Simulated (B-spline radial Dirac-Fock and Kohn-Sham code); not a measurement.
## Elastic scattering of 102 eV positrons by atomic hafnium

Model: relativistic (Dirac) partial waves in the static field of the Dirac-Fock atom, without polarisation or absorption potentials. Program: a radial atomic solver. Below a few hundred eV the neglected polarisation potential matters, most of all at small angles.

| θ (°) | dσ/dΩ (a₀²/sr) |
| --- | --- |
| 0 | 99.5 |
| 10 | 54.4 |
| 20 | 14.3 |
| 30 | 4.57 |
| 40 | 2.16 |
| 50 | 1.23 |
| 60 | 0.793 |
| 70 | 0.558 |
| 80 | 0.419 |
| 90 | 0.329 |
| 100 | 0.270 |
| 110 | 0.228 |
| 120 | 0.198 |
| 130 | 0.177 |
| 140 | 0.162 |
| 150 | 0.151 |
| 160 | 0.144 |
| 170 | 0.140 |
| 180 | 0.139 |

The total elastic cross section is 25.8 a₀², the first transport cross section 4.73 a₀² and the second, weighted with (3/2) sin²θ, 8.19 a₀². The mean deflection is ⟨1 − cos θ⟩ = 0.183, and 5.1 % of the collisions scatter beyond 90°.

Phase shifts modulo π (rad) for κ = −1 to −5: 0.083, 1.187, -1.238, -0.792, -0.517.

Values without a named source are computed, but for edge energies of neutral atoms, which are taken from tables.
